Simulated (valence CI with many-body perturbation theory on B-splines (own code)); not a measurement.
# Eu49+: calculated level list

Computed by relativistic CI+MBPT: four valence electrons over a frozen Dirac-Fock core [Ne], radial functions for each j: 11 s, 11 p, 10 d, 8 f, 5 g, 2 h, with the one-electron correlation potential Σ1 (screened to all orders), the two-electron term Σ2, the three-electron term Σ3, Breit, model QED; selected single and double excitations, second order for the rest, scaled by the run's own slope (own B-spline code, finite nucleus).

The last digits are not significant, and no measured levels were compared; by estimate large intervals hold to a few tenths of a per cent, small ones and those within an open d or f shell to about a per cent. Among the levels kept, up to 590 cm⁻¹ of a level comes from second order outside the variational space, and about a tenth of that is noise between levels of different J, which matters for small intervals.

Levels 1 to 45 of 177, with energies above the lowest level, (3s^2 3p1/2^2) J=0. "Leading %" is the weight of the configuration and term that name the level; weights of strongly mixed levels are sums over their largest components and can fall short. In the jj column 3d3/2^4 stands for four electrons in 3d with j = 3/2. Lifetimes count E1, E2, E3, M1 and M2 decay at the calculated energies, and are blank where another channel may lead or the interval is too uncertain; long ones can be off by a factor of two.

```csv
No.,Configuration,Term,J,E (eV),Leading %,Leading jj,Lifetime
1,3s2.3p2,3P,0,0.00,70,3s^2 3p1/2^2 (99 %),
2,3s2.3p2,3P,1,158.30,99,3s^2 3p1/2 3p3/2 (99 %),38.4 ns
3,3s2.3p2,1D,2,166.07,63,3s^2 3p1/2 3p3/2 (99 %),4.62 μs
4,3s.3p3,3P°,2,288.48,44,3s 3p1/2^2 3p3/2 (95 %),64.0 ps
5,3s.3p3,3D°,1,312.14,35,3s 3p1/2^2 3p3/2 (83 %),3.79 ps
6,3s2.3p2,3P,2,330.05,62,3s^2 3p3/2^2 (98 %),20.4 ns
7,3s2.3p.3d,3F°,2,337.84,74,3s^2 3p1/2 3d3/2 (98 %),193 ps
8,3s2.3p2,1S,0,346.84,69,3s^2 3p3/2^2 (98 %),16.3 ns
9,3s2.3p.3d,3D°,1,371.67,47,3s^2 3p1/2 3d3/2 (84 %),695 fs
10,3s2.3p.3d,3P°,2,389.42,40,3s^2 3p1/2 3d5/2 (90 %),7.59 ps
11,3s2.3p.3d,3F°,3,390.62,53,3s^2 3p1/2 3d5/2 (95 %),11.8 ps
12,3s.3p3,3D°,2,444.14,50,3s 3p1/2 3p3/2^2 (89 %),4.27 ps
13,3s.3p3,3D°,3,457.02,90,3s 3p1/2 3p3/2^2 (90 %),7.65 ps
14,3s.3p3,3P°,0,466.76,88,3s 3p1/2 3p3/2^2 (88 %),4.77 ps
15,3s.3p2.3d,5F,1,471.04,45,3s 3p1/2^2 3d3/2 (97 %),30.0 ps
16,3s.3p2.3d,3D,2,476.57,28,3s 3p1/2^2 3d3/2 (94 %),30.8 ps
17,3s.3p3,3P°,1,477.66,38,3s 3p1/2 3p3/2^2 (84 %),2.76 ps
18,3s.3p3,1D°,2,479.35,56,3s 3p1/2 3p3/2^2 (73 %),2.04 ps
19,3s.3p3,3S°,1,487.91,35,3s 3p1/2 3p3/2^2 (95 %),970 fs
20,3s.3p2.3d,3D,3,519.76,30,3s 3p1/2^2 3d5/2 (95 %),8.59 ps
21,3s2.3p.3d,3F°,3,527.02,39,3s^2 3p3/2 3d3/2 (90 %),1.27 ps
22,3s2.3p.3d,3D°,2,528.16,42,3s^2 3p3/2 3d3/2 (74 %),677 fs
23,3s2.3p.3d,3P°,1,529.04,48,3s^2 3p3/2 3d3/2 (85 %),845 fs
24,3s2.3p.3d,3P°,0,530.26,88,3s^2 3p3/2 3d3/2 (88 %),975 fs
25,3s.3p2.3d,3F,2,531.05,29,3s 3p1/2^2 3d5/2 (91 %),7.75 ps
26,3s2.3p.3d,3F°,4,544.79,99,3s^2 3p3/2 3d5/2 (99 %),43.7 ns
27,3s2.3p.3d,3P°,2,550.39,43,3s^2 3p3/2 3d5/2 (92 %),15.9 ps
28,3s2.3p.3d,3D°,3,573.31,53,3s^2 3p3/2 3d5/2 (92 %),2.66 ps
29,3s2.3p.3d,1P°,1,580.35,64,3s^2 3p3/2 3d5/2 (94 %),3.91 ps
30,3p4,3P,2,605.65,29,3s 3p1/2 3p3/2 3d3/2 (50 %),4.72 ps
31,3s.3p2.3d,5D,0,612.86,69,3s 3p1/2 3p3/2 3d3/2 (88 %),22.1 ps
32,3s.3p2.3d,5D,1,615.41,54,3s 3p1/2 3p3/2 3d3/2 (98 %),37.6 ps
33,3s.3p2.3d,5F,3,619.40,46,3s 3p1/2 3p3/2 3d3/2 (94 %),33.8 ps
34,3s.3p2.3d,5F,2,620.41,29,3s 3p1/2 3p3/2 3d3/2 (59 %),2.96 ps
35,3p4,1S,0,626.97,40,3p1/2^2 3p3/2^2 (65 %),2.25 ps
36,3s.3p2.3d,3F,4,632.25,29,3s 3p1/2 3p3/2 3d3/2 (89 %),80.5 ps
37,3s.3p3,3P°,2,639.44,48,3s 3p3/2^3 (92 %),1.36 ps
38,3s.3p2.3d,3F,2,644.02,61,3s 3p1/2 3p3/2 3d3/2 (82 %),2.42 ps
39,3s.3p2.3d,5P,3,648.00,29,3s 3p1/2 3p3/2 3d3/2 (79 %),1.42 ps
40,3s.3p2.3d,5D,4,650.84,48,3s 3p1/2 3p3/2 3d5/2 (98 %),363 ps
41,3s.3p2.3d,5P,1,652.76,36,3s 3p1/2 3p3/2 3d3/2 (94 %),1.18 ps
42,3s.3p2.3d,5P,2,652.79,29,3s 3p1/2 3p3/2 3d3/2 (84 %),1.01 ps
43,3s.3p2.3d,3G,3,657.56,51,3s 3p1/2 3p3/2 3d3/2 (96 %),1.52 ps
44,3s.3p2.3d,3D,1,658.95,35,3s 3p1/2 3p3/2 3d3/2 (85 %),1.13 ps
45,3s.3p3,1P°,1,665.22,40,3s 3p3/2^3 (95 %),660 fs
```

The ionisation energy to 3s2.3p 2P°_1/2 of the next ion comes out as 4402.1 eV (NIST: 4400 ± 4 eV (theoretical)). All 177 levels together are meant to be complete up to 1027.74 eV.
